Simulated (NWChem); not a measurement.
System meant: CrH₂S₂O₂; SMILES [O]=[Cr](=[O])([SH])[SH]

NWChem input:

```
start job
memory heap 200 mb stack 900 mb global 1100 mb
geometry units angstroms noautoz
  Cr     0.000000     0.000000     0.404555
  O     -0.036109    -1.281075     1.243914
  O      0.036109     1.281075     1.243914
  S      1.811673    -0.155956    -0.806358
  H      1.826418     1.169151    -1.087650
  S     -1.811673     0.155956    -0.806358
  H     -1.826418    -1.169151    -1.087650
end
basis spherical
  Cr library def2-svp
  O library def2-svp
  S library def2-svp
  H library def2-svp
end
dft
  xc pbe0
  iterations 4
  mulliken
end
task dft energy
```

End of the output:

```
    Atom       Charge   Shell Charges
 -----------   ------   -------------------------------------------------------
    1 Cr  24    24.25   2.00  2.00  1.90  0.32  0.11  5.99  5.84  1.15  3.04  1.87  0.03
    2 O    8     8.06   1.98  0.98  0.69  2.62  1.77  0.03
    3 O    8     8.06   1.98  0.98  0.69  2.62  1.77  0.03
    4 S   16    15.83   2.00  1.95  0.98  0.66  5.81  1.88  2.49  0.05
    5 H    1     0.98   0.60  0.30  0.08
    6 S   16    15.83   2.00  1.95  0.98  0.66  5.81  1.88  2.49  0.05
    7 H    1     0.98   0.60  0.30  0.08

 center of mass
 --------------
 x =  -0.00000000 y =   0.00000000 z =   0.04719070

 moments of inertia (a.u.)
 ------------------
         562.448804271378          -0.000000000000          -0.000000000000
          -0.000000000000        1139.913282231588           0.000000000000
          -0.000000000000           0.000000000000         976.511252144032

     Multipole analysis of the density
     ---------------------------------

     L   x y z        total         alpha         beta         nuclear
     -   - - -        -----         -----         ----         -------
     0   0 0 0     -0.000000    -37.000000    -37.000000     74.000000

     1   1 0 0      0.000000      0.000000      0.000000      0.000000
     1   0 1 0      0.000000      0.000000      0.000000      0.000000
     1   0 0 1     -0.805928     -0.402964     -0.402964      0.000000

     2   2 0 0    -39.194635   -219.323844   -219.323844    399.453053
     2   1 1 0      3.221753     -2.390773     -2.390773      8.003299
     2   1 0 1      0.000000      0.000000      0.000000      0.000000
     2   0 2 0    -38.507379    -72.165944    -72.165944    105.824508
     2   0 1 1      0.000000      0.000000      0.000000      0.000000
     2   0 0 2    -40.881185   -112.970172   -112.970172    185.059160

 ------------------------------------------------------------------------
 dft energy failed                                                                                  0
 ------------------------------------------------------------------------
 ------------------------------------------------------------------------
  current input line :
    23: task dft energy
 ------------------------------------------------------------------------
 ------------------------------------------------------------------------
 This type of error is most commonly associated with calculations not reaching convergence criteria
 ------------------------------------------------------------------------
 For more information see the NWChem manual at https://nwchemgit.github.io

0:dft energy failed:Received an Error in Communication
```

Task: What is wrong, and how is it mended?

Result: The run did not converge; its last values are not results. Cause: the SCF was allowed too few iterations. This input runs:
```
start job
memory heap 200 mb stack 900 mb global 1100 mb
geometry units angstroms noautoz
  Cr     0.000000     0.000000     0.404555
  O     -0.036109    -1.281075     1.243914
  O      0.036109     1.281075     1.243914
  S      1.811673    -0.155956    -0.806358
  H      1.826418     1.169151    -1.087650
  S     -1.811673     0.155956    -0.806358
  H     -1.826418    -1.169151    -1.087650
end
basis spherical
  * library def2-svp
end
dft
  xc pbe0
  iterations 150
  mulliken
end
task dft energy
```
It converges to -1991.38866 Ha (PBE0/def2-SVP).
